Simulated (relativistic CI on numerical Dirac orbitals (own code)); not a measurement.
**From line strength to rate: Sc⁺ 4246.82 Å (air)**

Problem. For 3d.4s 1D_2 – 3d.4p 1D°_2 of Sc⁺ a semi-empirical relativistic CI calculation gives the line strength S = 30.2 e²a₀² in the length gauge. The measured levels are 2540.95 and 26081.34 cm⁻¹ (NIST Handbook). Find gf, f, A and the partial lifetime.

Working.
1. σ = 26081.34 − 2540.95 = 23540.39 cm⁻¹, so the vacuum wavelength is 10⁸/σ = 4248.02 Å.
2. gf = 303.756 S/λ(Å) = 2.159, log gf = 0.334; with g = 5 for the lower level, f = 0.432.
3. A = 2.02613 × 10¹⁸ S/(g_u λ³) with g_u = 5: A = 1.60 × 10^8 s⁻¹.
4. The partial lifetime for this S is 1/A = 6.26 ns; in the calculation this line carries 98 % of the decay of the upper level.

Check. The Handbook lists A = 1.29 × 10^8 s⁻¹, a tabulated value with its own uncertainty (a few per cent for the best lines, 25 % or more for others); ours lies 24 % above it. The velocity form of the same calculation gives S = 24.2, and the gap between the two forms is a rough gauge of the error in S. With the computed energy (24211 cm⁻¹) in place of the measured one the rate would change by the factor (σ_calc/σ)³ = 1.09.
